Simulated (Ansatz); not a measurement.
`[SiH3][Ge]([SiH3])([Cl])[Cl]` + HCl → `[SiH3][Ge]([Cl])([Cl])[Cl]` + SiH₄ at 700 K and 1 bar (cleavage of the Ge–Si bond).

Calculated with Ansatz (gas phase, PBE0-D4/def2-TZVP geometries, no zero-point term in ΔE). CBS: MP2 limit from def2 TZ/QZ plus the TZ coupled-cluster correction, frozen cores. This one scheme is used for every species. For Ge outer-core shells are correlated without core-valence functions, which leaves a few kJ/mol of doubt a bond. Scalar relativity is left out up to krypton.

| species | CCSD(T)/CBS energy (Eh) | H − E (kJ/mol) | S (J/(mol·K)) |
| --- | --- | --- | --- |
| `[SiH3][Ge]([SiH3])([Cl])[Cl]` | -3577.52379 | 240.6 | 579.4 |
| HCl | -460.38127 | 38.4 | 211.8 |
| `[SiH3][Ge]([Cl])([Cl])[Cl]` | -3746.46107 | 159.3 | 512.7 |
| SiH₄ | -291.46306 | 115.5 | 252.9 |

H − E and S are ideal-gas, rigid-rotor, harmonic terms from PBE0-D4/def2-TZVP. 1 Eh = 2625.50 kJ/mol, R = 8.31446 J/(mol·K).

By hand: ΔE, ΔH, ΔS and ΔG.

ΔE = (-3746.46107) + (-291.46306) − (-3577.52379) − (-460.38127) = -0.01907 Eh = -50.1 kJ/mol. Δ(H − E) = 159.3 + 115.5 − 240.6 − 38.4 = -4.2, so ΔH = -54.3 kJ/mol. ΔS = 512.7 + 252.9 − 579.4 − 211.8 = -25.6 J/(mol·K). ΔG = -54.3 − 700 × (-25.6)/1000 = -36.4 kJ/mol.

By hand: the equilibrium constant, and the temperature at which ΔG would vanish if ΔH and ΔS stayed fixed.

log₁₀ K = −ΔG/(RT ln 10) = 2.7. ΔG = 0 at ΔH/ΔS = 2121 K.

ΔH outweighs TΔS. A doubt of 5 kJ/mol in ΔE shifts log₁₀ K by 0.4 here. These are equilibria of isolated gas molecules and say nothing of rates. Largest T1 diagnostic: 0.011 (customary marks: 0.02 for closed shells, 0.045 for open ones).
